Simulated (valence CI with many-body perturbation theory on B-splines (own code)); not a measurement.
**E1 line list for Nd²⁶⁺**

Level of theory: configuration interaction combined with many-body perturbation theory (CI+MBPT): six valence electrons over a frozen Dirac-Fock core [Ar] 3d10, a basis of 9 s, 9 p, 8 d, 6 f, 3 g, 1 h functions for each j, with the one-electron correlation potential Σ1, the two-electron term Σ2, the three-electron term Σ3, Breit, model QED; selected CI, second order for the rest, scaled by the run's own slope (own B-spline code, finite nucleus).

No measured spectrum was set against this ion. As an estimate, large intervals hold to a few tenths of a per cent, small ones and those within an open d or f shell to about a per cent. Among the levels kept, up to 690 cm⁻¹ of a level comes from second order outside the variational space, and about a tenth of that is noise between levels of different J, which matters for small intervals.

Lines 51 to 90 of 90 in falling wavelength, among levels below 1281600 cm⁻¹, chosen from the strongest by gf and those to the six lowest levels. Wavelengths and rates use the calculated energies. Electric multipoles are in the length gauge, E1 and E2 with the static RPA response of the core. Weak lines are less certain than strong ones. Lines between different terms over intervals too small for the method are left out, as are lines whose strength nearly cancels. The highest levels of a list are the least certain.

Levels are named by their leading jj configuration (3d3/2^4 stands for four electrons in 3d with j = 3/2), which in mixed levels can hold well under half, so a name can repeat and another be missing. Letters in brackets count levels of one name in rising energy.

```
λ vac (nm)                               Upper                       Lower   A (s⁻¹)  log gf  Branch %
     10.54  (4s^2 4p1/2 4p3/2^2 4d5/2) J=3 [b]    (4s^2 4p1/2 4p3/2^3) J=2  2.12e+09   -1.61      93.8
     10.53  (4s^2 4p1/2 4p3/2^2 4d3/2) J=2 [c]    (4s^2 4p1/2 4p3/2^3) J=1  2.99e+10   -0.60       5.7
     10.52  (4s^2 4p1/2 4p3/2^2 4d3/2) J=1 [b]    (4s^2 4p1/2 4p3/2^3) J=2  1.12e+09   -2.25       0.2
     10.50      (4s^2 4p1/2 4p3/2^2 4d5/2) J=0    (4s^2 4p1/2 4p3/2^3) J=1  1.17e+11   -0.71     100.0
     10.44  (4s^2 4p1/2 4p3/2^2 4d5/2) J=2 [a]    (4s^2 4p1/2 4p3/2^3) J=1  2.45e+08   -2.70       0.5
     10.38      (4s^2 4p1/2^2 4p3/2 4d5/2) J=3  (4s^2 4p1/2^2 4p3/2^2) J=2  1.05e+11    0.08     100.0
     10.38              (4s 4p1/2 4p3/2^4) J=1  (4s^2 4p1/2^2 4p3/2^2) J=0  6.77e+09   -1.48      19.4
     10.36  (4s^2 4p1/2 4p3/2^2 4d5/2) J=2 [b]    (4s^2 4p1/2 4p3/2^3) J=2  8.14e+10   -0.18      35.2
     10.23  (4s^2 4p1/2 4p3/2^2 4d3/2) J=1 [b]    (4s^2 4p1/2 4p3/2^3) J=1  7.91e+10   -0.43      15.2
     10.22  (4s^2 4p1/2 4p3/2^2 4d3/2) J=1 [c]    (4s^2 4p1/2 4p3/2^3) J=2  2.06e+11   -0.01      38.6
     10.15  (4s^2 4p1/2 4p3/2^2 4d5/2) J=3 [c]    (4s^2 4p1/2 4p3/2^3) J=2  1.35e+11    0.16      55.8
     10.08      (4s^2 4p1/2^2 4p3/2 4d5/2) J=1  (4s^2 4p1/2^2 4p3/2^2) J=2  2.15e+09   -2.01       2.5
     10.08  (4s^2 4p1/2 4p3/2^2 4d5/2) J=2 [b]    (4s^2 4p1/2 4p3/2^3) J=1  5.24e+10   -0.40      22.7
     9.945  (4s^2 4p1/2 4p3/2^2 4d3/2) J=1 [c]    (4s^2 4p1/2 4p3/2^3) J=1  1.99e+09   -2.05       0.4
     9.905  (4s^2 4p1/2 4p3/2^2 4d3/2) J=1 [d]    (4s^2 4p1/2 4p3/2^3) J=2  1.61e+11   -0.15      27.6
     9.879              (4s 4p1/2 4p3/2^4) J=1  (4s^2 4p1/2^2 4p3/2^2) J=2  1.41e+09   -2.21       4.0
     9.877  (4s^2 4p1/2 4p3/2^2 4d3/2) J=1 [a]  (4s^2 4p1/2^2 4p3/2^2) J=0  1.73e+10   -1.12      29.9
     9.774  (4s^2 4p1/2 4p3/2^2 4d5/2) J=2 [c]    (4s^2 4p1/2 4p3/2^3) J=2  1.92e+11    0.14      33.2
     9.646  (4s^2 4p1/2 4p3/2^2 4d3/2) J=1 [d]    (4s^2 4p1/2 4p3/2^3) J=1  9.77e+10   -0.39      16.8
     9.565  (4s^2 4p1/2 4p3/2^2 4d3/2) J=2 [a]  (4s^2 4p1/2^2 4p3/2^2) J=2  4.63e+09   -1.50      92.9
     9.521  (4s^2 4p1/2 4p3/2^2 4d5/2) J=2 [c]    (4s^2 4p1/2 4p3/2^3) J=1  3.40e+11    0.36      58.9
     9.420  (4s^2 4p1/2 4p3/2^2 4d3/2) J=1 [a]  (4s^2 4p1/2^2 4p3/2^2) J=2  1.77e+10   -1.15      30.6
     9.407  (4s^2 4p1/2 4p3/2^2 4d3/2) J=3 [a]  (4s^2 4p1/2^2 4p3/2^2) J=2  4.84e+09   -1.35     100.0
     9.158  (4s^2 4p1/2 4p3/2^2 4d5/2) J=3 [a]  (4s^2 4p1/2^2 4p3/2^2) J=2  4.84e+09   -1.37      96.5
     9.024      (4s^2 4p1/2 4p3/2^2 4d5/2) J=1  (4s^2 4p1/2^2 4p3/2^2) J=0  4.81e+07   -3.75       0.0
     8.923  (4s^2 4p1/2 4p3/2^2 4d3/2) J=2 [b]  (4s^2 4p1/2^2 4p3/2^2) J=2  3.15e+10   -0.73      96.6
     8.656  (4s^2 4p1/2 4p3/2^2 4d3/2) J=1 [b]  (4s^2 4p1/2^2 4p3/2^2) J=0  1.37e+11   -0.33      26.3
     8.641      (4s^2 4p1/2 4p3/2^2 4d5/2) J=1  (4s^2 4p1/2^2 4p3/2^2) J=2  2.90e+11   -0.01      85.8
     8.502  (4s^2 4p1/2 4p3/2^2 4d3/2) J=2 [c]  (4s^2 4p1/2^2 4p3/2^2) J=2  4.94e+11    0.43      94.1
     8.451  (4s^2 4p1/2 4p3/2^2 4d3/2) J=1 [c]  (4s^2 4p1/2^2 4p3/2^2) J=0  2.60e+11   -0.08      48.6
     8.442  (4s^2 4p1/2 4p3/2^2 4d5/2) J=2 [a]  (4s^2 4p1/2^2 4p3/2^2) J=2  5.21e+10   -0.56      98.0
     8.403  (4s^2 4p1/2 4p3/2^2 4d3/2) J=3 [b]  (4s^2 4p1/2^2 4p3/2^2) J=2  6.62e+11    0.69      98.3
     8.313  (4s^2 4p1/2 4p3/2^2 4d5/2) J=3 [b]  (4s^2 4p1/2^2 4p3/2^2) J=2  1.41e+08   -2.99       6.2
     8.303  (4s^2 4p1/2 4p3/2^2 4d3/2) J=1 [b]  (4s^2 4p1/2^2 4p3/2^2) J=2  3.04e+11   -0.03      58.2
     8.234  (4s^2 4p1/2 4p3/2^2 4d3/2) J=1 [d]  (4s^2 4p1/2^2 4p3/2^2) J=0  3.22e+11   -0.01      55.3
     8.203  (4s^2 4p1/2 4p3/2^2 4d5/2) J=2 [b]  (4s^2 4p1/2^2 4p3/2^2) J=2  9.73e+10   -0.31      42.1
     8.114  (4s^2 4p1/2 4p3/2^2 4d3/2) J=1 [c]  (4s^2 4p1/2^2 4p3/2^2) J=2  6.45e+10   -0.72      12.1
     8.069  (4s^2 4p1/2 4p3/2^2 4d5/2) J=3 [c]  (4s^2 4p1/2^2 4p3/2^2) J=2  1.07e+11   -0.14      44.2
     7.914  (4s^2 4p1/2 4p3/2^2 4d3/2) J=1 [d]  (4s^2 4p1/2^2 4p3/2^2) J=2  1.85e+08   -3.28       0.0
     7.830  (4s^2 4p1/2 4p3/2^2 4d5/2) J=2 [c]  (4s^2 4p1/2^2 4p3/2^2) J=2  4.54e+10   -0.68       7.9
```
